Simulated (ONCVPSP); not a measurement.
# Transferability test, ONCV potential for sulfur (S)

```json
{
  "Element": "S",
  "Generator": "ONCVPSP 4.0.1",
  "Type": "optimised norm-conserving Vanderbilt (ONCV)",
  "Functional": "LDA (Perdew-Wang 92)",
  "Relativity": "non-relativistic",
  "Frozen core": "[Ne]",
  "Valence charge": "6",
  "Reference configuration": "3s2 3p3 (charge +1)",
  "Partial waves": "3s: rc 1.45 bohr, ncon 4, nbas 8, qcut 5.7 1/bohr, 3 projectors, debl 1.8 Ha; 3p: rc 1.25 bohr, ncon 4, nbas 7, qcut 5.4 1/bohr, 1 projector",
  "Local potential": "polynomial inside 1.05 bohr (lpopt 5, dvloc0 2 Ha)",
  "Core correction": "Teter function, fcfact 4, rcfact 1.15"
}
```

Energies are relative to the spin-unpolarised reference configuration 3s2 3p3; without spin polarisation the order of configurations can differ from experiment.

```
valence configuration  charge  ΔE all-electron (eV)  error AE − PS (meV)
              3s2 3p2      +2                22.382                  +12
              3s2 3p1      +3                56.545                  +64
```

Problem. What are ΔE and the potential's error for 3s2 3p3.5?

Solution. ΔE = -7.159 eV all-electron; the error (AE − PS) is +1.5 meV.

Problem. What are ΔE and the potential's error for 3s2 3p4?

Solution. ΔE = -11.872 eV all-electron; the error (AE − PS) is +4.8 meV.

Levels in the configuration 3s2 3p4:

```tsv
level	all-electron (eV)	pseudo (eV)
3s	-17.166	-17.176
3p	-7.119	-7.126
```

Note: ghosts flagged at negative energy: s at -177.8 eV; no localised positive-energy state flagged. A true bound ghost makes a file unfit for plane-wave use.
